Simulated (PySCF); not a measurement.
Work out the structure from these simulated measurements.

Formula: C2H7BF2OSi.

| Quantity | Value |
| --- | --- |
| Dipole | 2.46 D [CAM-B3LYP/def2-SVPD] |
| 13C NMR | chemical shifts (computed TMS as zero) by class: 65.5 (1 C), 63.1 (1 C) ppm [GIAO KT3/pcSseg-2] |
| Valence photoelectron | vertical ionisation energy: 10.23 eV [ΔSCF CAM-B3LYP/def2-SVPD] |
| Rotational structure | rotational constants A, B, C: 2.788, 1.258, 1.066 GHz [PBE0-D3(BJ)/def2-SVP] |
| Triplet | lowest triplet excitation (Tamm–Dancoff): 5.39 eV [TDA CAM-B3LYP/def2-SVPD] |
| UV, strongest line | among the 10 lowest singlet transitions: S9 at 8.51 eV (146 nm, f = 0.081) [TDDFT CAM-B3LYP/def2-SVPD] |
| NMR, other nuclei | isotropic shieldings of nuclei other than C and H, by class: 71 (1 B), 300 (1 O), 200 (2 F), 436 (1 Si) ppm [GIAO KT3/pcSseg-2] |
| Polarisability | 72.1 au [CAM-B3LYP/def2-SVPD] |
| UV, first state | lowest singlet excitation: 6.61 eV (188 nm, f = 0.018) [TDDFT CAM-B3LYP/def2-SVPD] |

The electronic properties come from PySCF, for the isolated species, density fitting. Levels stand in brackets. Geometry: PBE0-D3(BJ)/def2-SVP, one conformer, isolated molecule. NMR classes are plain means over equivalent atoms (diastereotopic ones count apart unless rotation or inversion swaps them), as if these changed places fast.

**Question.** Propose a structure and show how it fits.

**Answer.** Numbering: `[CH3:1][O:2][CH2:3][SiH2:4][B:5]([F:6])[F:7]`. 2 carbons fall into 2 classes; from least to most shielded: methoxy carbon [C1] (65.5 ppm), sp3 carbon bound to oxygen [C3] (63.1 ppm). The other shieldings belong to: 71 ppm, three-coordinate boron [B5]; 300 ppm, ether oxygen [O2]; 200 ppm, boron-bound fluorine [F6/F7]; 436 ppm, SiH2 silicon [Si4]. The first electron is taken from the HOMO, whose largest Löwdin shares are 0.59 on the ether oxygen, 0.10 on the methoxy carbon, 0.10 on the sp3 carbon bound to oxygen and 0.05 on a methylene hydrogen. The optimised geometry has point group C1 and is an asymmetric top. Structure: `COC[SiH2]B(F)F`. The assignments are read from this structure; whether some other isomer fits the data as well wasn't checked.

Conformer computed: `[CH3:1][O:2][CH2:3][SiH2:4][B:5]([F:6])[F:7]`: C1–O2–C3–Si4 179°, O2–C3–Si4–B5 -46°, C3–Si4–B5–F6 122°.
